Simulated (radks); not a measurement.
Species: Ga V. Configuration: [Ar] 3d9. Method: Dirac Kohn-Sham, PBE, spin-unpolarised, spherical densities, finite nucleus; open shells fill j = l - 1/2 first; Fermi nuclear charge, rms radius 3.9973 fm; computed with a radial shooting solver on a logarithmic mesh with Libxc functionals.

Normalised radial functions P(r) = r R(r) (large component), r in bohr:

r	3p1/2	3d3/2	4p1/2
0.002753	0.0039	0.0000	0.0013
0.004074	0.0074	0.0000	0.0025
0.006078	0.0146	0.0001	0.0050
0.008995	0.0287	0.0003	0.0097
0.01331	0.0558	0.0009	0.0190
0.01986	0.1079	0.0027	0.0367
0.02939	0.1977	0.0077	0.0672
0.04384	0.3429	0.0218	0.1164
0.06489	0.5286	0.0575	0.1789
0.09603	0.6857	0.1401	0.2302
0.1433	0.6422	0.3105	0.2101
0.212	0.2027	0.5843	0.0517
0.3138	-0.5858	0.9112	-0.2176
0.4681	-1.2458	1.1318	-0.3891
0.6927	-1.2195	1.0654	-0.2010
1.033	-0.6682	0.7393	0.3139
1.529	-0.1978	0.3619	0.7461
2.263	-0.0255	0.1069	0.7088
3.377	-0.0009	0.0135	0.3006
4.997	0.0000	0.0005	0.0481

3p1/2: eigenvalue -158.98 eV, 1 radial node at r = 0.237 bohr, <r> = 0.663 bohr, 90 % of the charge inside 1.02 bohr. 3d3/2: eigenvalue -75.994 eV, 0 radial nodes, <r> = 0.742 bohr, 90 % of the charge inside 1.24 bohr. 4p1/2 (empty): eigenvalue -40.384 eV, 2 radial nodes at r = 0.230, 0.824 bohr, <r> = 2.03 bohr, 90 % of the charge inside 2.96 bohr.
